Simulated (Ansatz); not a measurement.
The same path of Cl$_{2}$H$_{4}$O$_{2}$Zr (9 atoms, charge 0, multiplicity 1) was run twice with different band settings.

Theory: RKS LDA/def2-SVP (Ansatz 0.2.0).

Relaxed end points:

```xyz
9
Properties=species:S:1:pos:R:3
Zr -0.127 -0.248 0.168
Cl 0.312 0.019 2.477
O 1.601 -0.272 -0.589
H 2.474 -0.234 -1.009
O -1.004 1.265 -0.565
H -1.229 2.067 -1.060
Cl -1.071 -2.274 -0.607
H -2.387 -0.647 0.954
H -2.117 -0.204 1.554
```

```xyz
9
Properties=species:S:1:pos:R:3
Zr -0.625 0.164 0.083
Cl -0.893 1.017 2.274
O 1.127 -0.498 -0.209
H 2.037 -0.638 -0.512
O -0.792 1.707 -0.989
H -0.823 2.492 -1.557
Cl -2.275 -1.278 -0.808
H -0.785 -1.970 1.220
H -0.520 -1.523 1.819
```

Common settings: movable images 7; climbing image yes; optimiser quadratic models (default); start path through a guess of the saddle point; force threshold 0.03 eV/Å; iteration limit 60; end points relaxed.

| run | spring |
| --- | --- |
| 1 | 5.0 eV/Å² |
| 2 | 2.0 to 10.0 eV/Å², energy-weighted |

Problem. What does each run give, and how far can it be trusted?

Solution. Run 1: converged after 15 iterations, highest image 0.218 eV above the first end. A vibrational analysis at the climbing image gives one clearly imaginary mode, 145i cm⁻¹: a first-order saddle point.
Run 2: converged after 20 iterations, highest image 0.218 eV above the first end. Another band between the same ends (7 images) ends at a top of the same energy, where a vibrational analysis finds 1 clearly imaginary mode.
